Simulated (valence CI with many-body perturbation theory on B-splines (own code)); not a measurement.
## Valence orbitals of Ba XXXIII

Method: relativistic CI+MBPT: six valence electrons over a frozen Dirac-Fock core [Ar], radial functions for each j: 7 s, 7 p, 8 d, 6 f, 4 g, 1 h, with the one-electron correlation potential Σ1, the two-electron term Σ2, the three-electron term Σ3, Breit, model QED; selected CI, second order for the rest, scaled by the run's own slope (own B-spline code, finite nucleus).

The last digits are not significant, and no measured levels were compared; by estimate large intervals hold to a few tenths of a per cent, small ones and those within an open d or f shell to about a per cent. Core correlation moves these levels by up to 7800 cm⁻¹, and in measured spectra 5 to 20 % of such shifts remained as error; rates that hang on mixing are uncertain with them. Among the levels kept, up to 990 cm⁻¹ of a level comes from second order outside the variational space, and about a tenth of that is noise between levels of different J, which matters for small intervals. Only levels of the ground parity were solved; by the run's estimate the other parity begins above the list, which can be wrong where configurations are misplaced.

These are the spectroscopic orbitals of the CI (the correlating ones are not listed), shaped by the core and the other valence electrons. h is the expectation value of the core's Dirac-Fock operator, without the valence repulsion; Σ1 is computed up to l = 3 at one energy for each symmetry, that of its lowest orbital but kept below the first core excitation, so for empty shells it is not the orbital's own correlation shift; Breit and QED include the response of the core.

```tsv
Orbital	h (hartree)	Σ1 (cm⁻¹)	Breit (cm⁻¹)	QED (cm⁻¹)	⟨r⟩ (bohr)
4s1/2	-55.23	-7041	4316	3174	0.5584
5s1/2	-33.692	-2670	2105	1571	0.9167
6s1/2	-22.701	-1332	1155	874	1.369
4p1/2	-53.199	-9114	6755	-93.3	0.5569
5p1/2	-32.689	-3380	3383	-43.3	0.9232
6p1/2	-22.136	-1671	1891	-23.5	1.384
4p3/2	-51.976	-8653	4177	225	0.5714
5p3/2	-32.102	-3302	2102	116	0.9409
6p3/2	-21.809	-1651	1242	66.1	1.405
3d3/2	-93.359	-20982	9654	-875	0.2444
4d3/2	-49.081	-9073	3322	-232	0.5501
5d3/2	-30.7	-3574	1619	-107	0.9384
3d5/2	-92.59	-19952	4729	-451	0.2475
4d5/2	-48.807	-8845	1691	-97.0	0.5538
5d5/2	-30.565	-3470	818	-42.0	0.9431
4f5/2	-46.068	-19498	315	-128	0.5072
5f5/2	-29.317	-8280	147	-63.2	0.9093
4f7/2	-45.981	-17200	-165	-79.8	0.5087
5f7/2	-29.268	-7254	-66.7	-38.4	0.9111
5g7/2	-28.526		19.0	-13.2	0.8253
5g9/2	-28.505		-20.2	-2.0	0.8262
```

Among the shells of the start configuration 3d6, Σ1 is largest in size for 3d3/2, where it is 0.10 % of h.

Lowest root of each symmetry, sizes in configuration state functions:

```csv
J,Parity,Roots,Reference,Variational,Second order,Change by selected CI (cm⁻¹),Change by second order (cm⁻¹)
0,even,5,26,15694,290673,-29654,-13
1,even,4,60,33915,645444,-27168,-50
2,even,8,86,32774,1338341,-28484,-516
3,even,6,88,31853,1231990,-25729,-772
4,even,7,77,32141,1537285,-26689,-819
5,even,2,52,31838,1280511,-28075,-624
6,even,2,31,32317,1139356,-27953,-234
```
